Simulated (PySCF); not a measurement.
A calculated (PBE, PySCF 2.14, x2c-TZVPPall with one added diffuse shell each of s, p, d, f type, scalar relativity by spin-free X2C-1e) atom or ion has these occupied shells.

```
shell  electrons  orbital energy (eV)  rms radius, mean of both spins (bohr)
 1s α          1             -26483.9                                 0.0348
 1s β          1             -26483.9                                 0.0348
 2s α          1              -3938.1                                  0.143
 2s β          1              -3937.8                                  0.143
 2p α          3              -3536.2                                  0.127
 2p β          3              -3536.0                                  0.127
 3s α          1              -739.87                                  0.383
 3s β          1              -739.75                                  0.383
 3p α          3              -607.91                                  0.384
 3p β          3              -607.77                                  0.384
 3d α          5              -400.37                                  0.365
 3d β          5              -400.16                                  0.365
 4s α          1              -112.69                                  0.933
 4s β          1              -111.79                                  0.933
 4p α          3              -73.696                                   1.02
 4p β          3              -72.782                                   1.02
 4d α          5              -17.628                                   1.35
 4d β          4              -16.824                                   1.35
 5s α          1               -8.184                                   2.87
 5s β          1               -7.459                                   2.87
 5p α          1               -2.977                                   3.99
```

Q: Name the element and its charge.

A: Cd (cadmium, neutral), in [Kr] 4d9 5s2 5p1, one real determinant (an excited configuration).
